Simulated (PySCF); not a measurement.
1-bromo-1-fluoropropa-1,2-diene (C₃H₂BrF), SMILES C=C=C(F)Br. Atoms are numbered in the order given.

```xyz
7

C     -0.8173     2.7734     0.0000
C     -0.1385     1.6562     0.0000
C      0.5179     0.5271     0.0000
F      1.8385     0.4339     0.0000
Br    -0.3341    -1.1477     0.0000
H     -1.1130     3.2621    -0.9361
H     -1.1130     3.2621     0.9361
```

Geometry: PBE0-D3(BJ)/def2-SVP.

Calculation: PBE/def2-TZVP (PySCF).

Symmetry labels are those of the subgroup Cs that the program uses (full group Cs).

Computed valence orbital energies around the gap with their symmetry:
```tsv
orbital	symmetry	energy (eV)
HOMO−7	A'	-12.31
HOMO−6	A"	-11.99
HOMO−5	A"	-11.20
HOMO−4	A'	-9.58
HOMO−3	A"	-8.10
HOMO−2	A'	-7.92
HOMO−1	A'	-7.13
HOMO	A"	-6.09
LUMO	A'	-2.30
LUMO+1	A"	-0.91
LUMO+2	A'	-0.60
LUMO+3	A'	0.93
```
